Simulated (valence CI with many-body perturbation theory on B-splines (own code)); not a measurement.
The numbers below are computed, except where a source is named.
**Sensitivity of CI+MBPT for La24+**

Method: valence CI with perturbative core correlation (CI+MBPT): five valence electrons over a frozen Dirac-Fock core [Ar] 3d10, radial functions for each j: 6 s, 6 p, 5 d, 3 f, 1 g, with the one-electron correlation potential Σ1 (screened to all orders), the two-electron term Σ2, the three-electron term Σ3, Breit, model QED; selected single and double excitations, second order for the rest, scaled by the run's own slope (own B-spline code, finite nucleus).

No measured levels were compared; by estimate levels hold to about 250 cm⁻¹ or 0.2 % of their energy and the worst to 1 %, as in measured heavy ions of charge 2 to 7; those with d or f electrons hold less well. Among the levels kept, up to 630 cm⁻¹ of a level comes from second order outside the variational space, and about a tenth of that is noise between levels of different J, which matters for small intervals.

The reference run has the lowest level (4s^2 4p1/2^2 4p3/2) J=3/2 and an ionisation energy of 807.881 eV. Its largest variational space holds 9998 state functions.

Levels are named by their leading jj configuration (3d3/2^4 stands for four electrons in 3d with j = 3/2), which in mixed levels can hold well under half, so a name can repeat and another be missing. Letters in brackets count levels of one name in rising energy.

Changed runs:
A. scale of Σ1 1 → 0.9
B. Breit term on → off; QED terms on → off
C. scale of Σ1 1 → 0
D. size limit of the variational space 10000 → 100; second order for the rest on → off (bad on purpose)

Excitation energies of the reference run in cm⁻¹, and shifts in cm⁻¹:

| Level | Reference | A | B | C | D |
| --- | --- | --- | --- | --- | --- |
| (4s^2 4p1/2 4p3/2^2) J=3/2 | 152266 | -97 | +1934 | -972 | -505 |
| (4s^2 4p1/2 4p3/2^2) J=5/2 | 180669 | -101 | +2108 | -1003 | +531 |
| (4s^2 4p1/2 4p3/2^2) J=1/2 | 217242 | -103 | +1951 | -1024 | -1283 |
| (4s^2 4p3/2^3) J=3/2 | 372544 | -203 | +3999 | -2023 | +370 |
| (4s 4p1/2^2 4p3/2^2) J=5/2 | 606861 | -77 | +3070 | -774 | -1070 |
| (4s 4p1/2^2 4p3/2^2) J=3/2 | 676864 | -77 | +3101 | -773 | +381 |
| (4s 4p1/2^2 4p3/2^2) J=1/2 | 685117 | -93 | +3182 | -936 | -1508 |
| (4s^2 4p1/2^2 4d3/2) J=3/2 | 770969 | -36 | +3023 | -393 | +1506 |
| (4s 4p1/2 4p3/2^3) J=3/2 [a] | 797966 | -90 | +3776 | -869 | +1981 |
| (4s 4p1/2 4p3/2^3) J=5/2 | 822081 | -144 | +4704 | -1461 | +459 |
| (4s^2 4p1/2^2 4d5/2) J=5/2 | 833459 | -12 | +3251 | -100 | +3499 |
| (4s 4p1/2 4p3/2^3) J=1/2 | 865153 | -148 | +4633 | -1486 | -1376 |
| Ionisation energy (eV) | 807.881 | -0.132 | +0.432 | -1.321 | -0.697 |
